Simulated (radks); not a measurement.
Question: Isoelectronic series with 13 electrons, all held in the configuration [Ne] 3s2 3p1, which need not be the ground one along the series. All-electron calculation, Dirac Kohn-Sham, LDA (Slater exchange, Perdew-Wang correlation), spin-unpolarised, spherical densities, finite nucleus; open shells fill j = l - 1/2 first; Fermi nuclear charge, rms radius of each element as measured or else 0.836 A^(1/3) + 0.57 fm. Program: a radial shooting solver on a logarithmic mesh with Libxc functionals. Total energies (hartree) and mean radii <r> (bohr) (* marks an orbital that is empty in some or all of the ions):

| ion | E (hartree) | 3p3/2* | 3p1/2 | 3s1/2 |
|---|---|---|---|---|
| Al | -241.76654 | 3.445 | 3.435 | 2.534 |
| V10+ | -908.48689 | 0.8303 | 0.8257 | 0.8244 |
| Ni15+ | -1409.22815 | 0.6182 | 0.6132 | 0.6250 |
| As20+ | -2023.91101 | 0.4932 | 0.4877 | 0.5031 |
| Sr25+ | -2754.98992 | 0.4103 | 0.4042 | 0.4204 |
| Tc30+ | -3605.48351 | 0.3511 | 0.3445 | 0.3603 |
| Cd35+ | -4579.04621 | 0.3067 | 0.2994 | 0.3146 |
| I40+ | -5680.06280 | 0.2721 | 0.2641 | 0.2785 |
| Ce45+ | -6913.7606 | 0.2444 | 0.2356 | 0.2493 |
| Eu50+ | -8286.3375 | 0.2216 | 0.2121 | 0.2250 |

Estimate the row of Ar5+.

Answer: E (hartree) -519.76736; 3p3/2* 1.281; 3p1/2 1.276; 3s1/2 1.219.
